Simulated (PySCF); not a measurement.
Isomers of C9H12O, from PBE0-D3(BJ)/def2-SVP geometry optimisation, gas phase in PySCF 2.14.0. One conformer each, no zero-point energy, no frequencies.

Problem. Which isomer lies lowest at this level?
A. `[CH3:1][CH2:2][O:3][C@H:4]1[C@H:5]2[CH:6]=[CH:7][C@@H:8]1[CH:9]=[CH:10]2` with C1–C2–O3–C4 175°, C2–O3–C4–C5 75°: A = 3033, B = 910.2, C = 883.9 MHz, dipole 1.02 D
B. `[CH3:1][CH2:2][O:3][c:4]1[cH:5][cH:6][cH:7][cH:8][c:9]1[CH3:10]` with C1–C2–O3–C4 180°, C2–O3–C4–C5 0° (2-methylphenetole): A = 2472, B = 920.8, C = 679.5 MHz, dipole 1.42 D
C. `[O:1]=[CH:2]/[C:3]1=[CH:4]/[CH2:5][CH2:6]/[CH:7]=[CH:8]\[CH2:9][CH2:10]1` with O1–C2–C3–C4 178°, C3–C4–C5–C6 15°, C4–C5–C6–C7 62°, C5–C6–C7–C8 -83°, C7–C8–C9–C10 15°: A = 2159, B = 1055, C = 792.9 MHz, dipole 3.32 D

Solution. B. That is 2-methylphenetole, `CCOc1ccccc1C`, 27.3 kcal/mol below the next.

```tsv
SMILES	mapped SMILES	E (Eh)	relative (kcal/mol)	relative (kJ/mol)	dipole (D)
CCOc1ccccc1C	[CH3:1][CH2:2][O:3][c:4]1[cH:5][cH:6][cH:7][cH:8][c:9]1[CH3:10]	-424.62033	0.0	0.0	1.42
O=C/C1=C/CC/C=C\CC1	[O:1]=[CH:2]/[C:3]1=[CH:4]/[CH2:5][CH2:6]/[CH:7]=[CH:8]\[CH2:9][CH2:10]1	-424.57683	27.3	114.2	3.32
CCO[C@H]1[C@H]2C=C[C@@H]1C=C2	[CH3:1][CH2:2][O:3][C@H:4]1[C@H:5]2[CH:6]=[CH:7][C@@H:8]1[CH:9]=[CH:10]2	-424.53719	52.2	218.3	1.02
```

As drawn, the lowest has an aromatic ring, which the highest lacks; the highest has a C=C bond outside aromatic rings, which the lowest lacks.
